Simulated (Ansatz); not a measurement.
Consider the cleavage of the Al–Si bond: `O[SiH2][AlH][F]` + `N[SiH2]N` → `N[SiH2][NH][AlH][F]` + `O[SiH3]`.

Isolated molecules relaxed with PBE0-D4/def2-TZVP in Ansatz; ΔE leaves out vibrations. CBS: MP2 limit from def2 TZ/QZ plus the TZ coupled-cluster correction, frozen cores. This one scheme is used for every species. DFT in def2-TZVPP. Each species was taken in one conformer, which may not be the lowest.

CCSD(T)/CBS gives -116.4 kJ/mol.

(1) Another level gave -119.5 kJ/mol. Which?
A. r2SCAN/def2-TZVPP
B. CCSD(T)/def2-TZVPP
C. MP2/def2-TZVPP
D. PBE0-D4/def2-TZVPP

Largest T1 diagnostic among the species: 0.013.

## Answers

(1) B. CCSD(T)/def2-TZVPP -119.5, MP2/def2-TZVPP -128.8, r2SCAN -112.3, PBE0-D4 -100.1 kJ/mol.

From PBE to PBE0 (25 % exact exchange), in def2-TZVPP and without D4, ΔE moves by −6.5 kJ/mol.
